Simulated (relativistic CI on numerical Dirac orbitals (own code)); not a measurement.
**Calculated levels, In III**

Calculated at this level of theory: Dirac-Coulomb-Breit CI, orbitals from a KLI potential per configuration, model QED (radiative potential, 1s self-energy scaled to tabulated hydrogen-like ionisation energies), valence Slater integrals scaled by 0.85, P86 correlation estimate, and configurations built on the next ion tied to the tabulated ionisation energy (semi-empirical) (own radial code, finite nucleus).

Configuration list (outside the closed core [Kr]): 4d¹⁰5s, 4d¹⁰5p, 4d¹⁰5d, 4d¹⁰6s, 4d¹⁰4f, 4d¹⁰5f, 4d⁹5s², 4d¹⁰6p, 4d¹⁰7s, 4d¹⁰6d, 4d¹⁰7p, 4d⁹5s4f, 4d¹⁰5g, 4d⁸5s5p², 4d⁹5s5p, 4d¹⁰7d, 4d⁹5p², 4d¹⁰6f, 4d⁹5p5d, 4d⁹5s6p, 4d⁸5s²5p. Levels of other configurations are missing.

The lowest level is 4d¹⁰5s ²S1/2, with 100 % of that term; Hund's rules for 4d¹⁰5s give ²S with J = 1/2, in agreement.

```tsv
No.	Configuration	Term	J	E (eV)	%	Next component (%)	Landé g
1	4d¹⁰5s	²S	1/2	0.0000	100		2.002
2	4d¹⁰5p	²P°	1/2	7.6726	99		0.666
3	4d¹⁰5p	²P°	3/2	8.1498	99		1.334
4	4d⁹5s²‡	²D	5/2	14.6347	96	3 4d⁹5p² ²D	1.200
5	4d⁹5s²‡	²D	3/2	15.4624	93	4 4d¹⁰5d ²D	0.799
6	4d¹⁰6s	²S	1/2	15.9090	100		2.002
7	4d¹⁰5d	²D	3/2	16.0495	96	3 4d⁹5s² ²D	0.799
8	4d¹⁰5d	²D	5/2	16.0808	99	1 4d⁹5s² ²D	1.200
9	4d¹⁰6p	²P°	1/2	18.0590	100		0.666
10	4d¹⁰6p	²P°	3/2	18.2074	99		1.334
11	4d⁹5s5p‡	⁴P°	5/2	20.0513	92	6 ⁴D°	1.581
12	4d¹⁰4f	²F°	5/2	20.2520	98	2 4d⁹5s5p ²F°	0.858
13	4d¹⁰4f	²F°	7/2	20.2533	99	1 4d⁹5s5p ²F°	1.143
14	4d⁹5s5p‡	⁴P°	3/2	20.5639	82	9 ⁴D°	1.632
15	4d⁹5s5p‡	⁴F°	7/2	20.5976	77	13 ²F°	1.245
16	4d⁹5s5p‡	⁴F°	5/2	20.6468	63	28 ²F°	1.004
17	4d⁹5s5p‡	⁴F°	9/2	20.7853	99		1.334
18	4d⁹5s5p‡	⁴P°	1/2	21.0264	88	6 ²P°	2.408
19	4d⁹5s5p‡	⁴F°	3/2	21.0366	88	5 ⁴D°	0.508
20	4d¹⁰7s	²S	1/2	21.0919	100		2.002
21	4d¹⁰6d	²D	3/2	21.2395	100		0.800
22	4d¹⁰6d	²D	5/2	21.2594	100		1.200
23	4d⁹5s5p‡	⁴D°	7/2	21.4323	83	13 ²F°	1.386
24	4d⁹5s5p‡	²F°	5/2	21.4421	43	40 ⁴D°	1.123
25	4d⁹5s5p‡	²D°	3/2	21.6148	54	26 ⁴D°	0.951
26	4d⁹5s5p‡	⁴F°	5/2	21.7145	29	25 ²F°	1.104
27	4d⁹5s5p‡	²P°	1/2	21.8879	51	34 ⁴D°	0.657
28	4d⁹5s5p‡	²P°	3/2	21.9860	74	12 4d¹⁰7p ²P°	1.319
29	4d¹⁰7p	²P°	1/2	22.0005	43	42 4d⁹5s5p ⁴D°	0.393
30	4d⁹5s5p‡	²F°	7/2	22.1112	74	19 ⁴F°	1.179
31	4d¹⁰7p	²P°	1/2	22.1190	52	29 4d⁹5s5p ²P°	0.543
32	4d¹⁰7p	²P°	3/2	22.1413	86	9 4d⁹5s5p ²P°	1.326
33	4d⁹5s5p‡	⁴D°	3/2	22.2329	44	42 ²D°	1.064
34	4d⁹5s5p‡	²D°	5/2	22.4269	68	27 ⁴D°	1.243
35	4d¹⁰5f	²F°	7/2	23.0415	98	2 4d⁹5s5p ²F°	1.143
36	4d¹⁰5f	²F°	5/2	23.0549	99	1 4d⁹5s5p ²F°	0.857
37	4d¹⁰5g	²G	9/2	23.1461	100		1.111
38	4d¹⁰5g	²G	7/2	23.1462	100		0.889
39	4d¹⁰7d	²D	3/2	23.6434	100		0.800
40	4d¹⁰7d	²D	5/2	23.6539	100		1.200
41	4d⁹5s5p‡	²P°	3/2	24.0273	91	4 ²D°	1.310
42	4d⁹5s5p‡	²F°	7/2	24.0298	91	4 4d¹⁰6f ²F°	1.144
43	4d⁹5s5p‡	²D°	5/2	24.3885	62	27 ²F°	1.081
44	4d¹⁰6f	²F°	5/2	24.5803	87	12 4d⁹5s5p ²D°	0.900
45	4d¹⁰6f	²F°	7/2	24.6091	96	4 4d⁹5s5p ²F°	1.143
```

Energies count from the lowest computed level; ° marks odd parity. ‡ marks configurations that were not tied to measured data.

The mean weight of the leading LS term, summed over parents, in these 45 levels is 84 %, and that of the leading jj configuration (from the same eigenvectors) 82 %.

Configurations that consist of the next ion and one excited electron were tied to the tabulated ionisation energy; Rydberg ones are usually within 1,000 to 3,000 cm⁻¹ and the lowest ones within about 6,000 (9,000 in d shells), while levels on excited terms of the next ion carry the error of that term, and the other configurations can be misplaced by 10,000 cm⁻¹ or more. Rates follow the energies as ν³ (E1, M1) or ν⁵ (E2), so rates, branching and lifetimes can be off by large factors. The fine structure of a lone outer electron comes out too small, for d and f at times inverted, and misplaced configurations move strength between like terms. 16 of the 17 excited levels that our extract of the measured tables holds in this range could be paired (the sources list more); they are missed by 1585 cm⁻¹ on average and 4703 at most, and levels without a partner can miss by more.

LS names give the leading component of a level, which can be under half, so a name can repeat, a term be missing and a line seem to break the LS rules.
